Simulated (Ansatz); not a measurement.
Geometry optimisation, RKS PBE/def2-SVP (Ansatz 0.2.0).

Input:

```yaml
crystal:
  periodic: [false, false, false]
  atoms:
    - { symbol: Al, position_ang: [-0.778, -0.7505, -0.4718] }
    - { symbol: Cl, position_ang: [0.4742, 0.9355, -2.0061] }
    - { symbol: F, position_ang: [-0.2255, -2.2838, -0.6644] }
    - { symbol: F, position_ang: [-2.3696, -0.39, -0.3201] }
    - { symbol: H, position_ang: [0.8146, 0.928, -0.2828] }
    - { symbol: "N", position_ang: [0.5362, 0.4119, 0.9165] }
    - { symbol: H, position_ang: [0.1759, 1.1414, 1.5152] }
    - { symbol: H, position_ang: [1.3721, 0.0075, 1.3133] }
basis:
  gaussian: { orbitals: def2-SVP }
hamiltonian:
  xc: pbe
relax:
  f_tol: 0.15
  max_steps: 25
  restrain:
    - { distance: [0, 5], at: 3.22, k: 30.0 }
    - { distance: [4, 1], at: 2.63, k: 30.0 }
    - { distance: [0, 1], at: 2.23, k: 30.0 }
    - { distance: [4, 5], at: 1.02, k: 30.0 }
output:
  orbitals: {}
```

Launched with:

```bash
$ ansatz run input.yaml --threads 2 --pin off --max-ram 3072MiB --backend cpu --events-out ev --progress --plain --runs-dir out
```

Question: Where does it end, and by what steps?

Answer: The forces met the threshold. The restraints hold the end off the free minimum. After 8 steps the energy has fallen by 0.440 eV (the restraints' own energy left out); H5 moved furthest, 0.62 Å. Parted: Al1–N6. Joined: H5–N6.

```
step  energy less start (eV)  largest force component (eV/Å)  accepted
   0                  0.0000                           4.343       yes
   1                 -0.1779                           5.647       yes
   2                 -0.2136                           2.258       yes
   3                 -0.1659                           1.325       yes
   4                 -0.2123                           2.083       yes
   5                 -0.3331                           1.734       yes
   6                 -0.4359                           1.142       yes
   7                 -0.3849                           0.815        no
   8                 -0.4399                           1.174       yes
```

```xyz
8
Properties=species:S:1:pos:R:3
Al -1.003 -0.901 -1.032
Cl 0.144 0.590 -2.157
F -0.440 -2.464 -0.948
F -2.561 -0.546 -0.565
H 1.068 1.107 0.258
N 0.777 0.638 1.124
H 0.404 1.350 1.761
H 1.610 0.226 1.559
```

Time of the run: 16 s on 2 threads of Arm Neoverse V2, on a shared host, peak memory 0.15 GiB.
